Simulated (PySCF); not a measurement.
SbS₃⁻ at several levels of theory

All levels use the PBE0 minimum (singlet; Sb–S 2.247 Å (×3); S–Sb–S 120.0° (×3)), basis [Sb def2-TZVPD with ECP28, S def2-TZVPD], scalar-relativistic core potentials, density fitting, no spin–orbit coupling, PySCF. For vertical energies the ionised species is a doublet (spins chosen at PBE0 and kept). Open shells are unrestricted, also as the reference of the correlated levels. A dash marks a value that was not computed or is not defined at that level.

Coordinates in bohr (charge -1 multiplicity 1):
```
Sb    0.0000    0.0000    0.0000
S     4.2453    0.0000    0.0000
S    -2.1226    3.6765    0.0000
S    -2.1227   -3.6765    0.0000
```

```tsv
level	vertical detachment energy (eV)	−ε(HOMO) (eV)	gap (eV)
PBE0	4.35	2.64	4.08
HF	4.53	5.34	9.15
MP2	4.37	–	–
PBE	3.93	1.48	2.36
r2SCAN	4.12	1.72	2.62
B3LYP	4.26	2.39	3.68
TPSSh	4.14	2.02	3.16
B97-3	4.34	2.66	4.26
HSE06	4.32	2.24	3.32
```

The lowest empty level of this anion is unbound, so it and the gap depend on the basis.
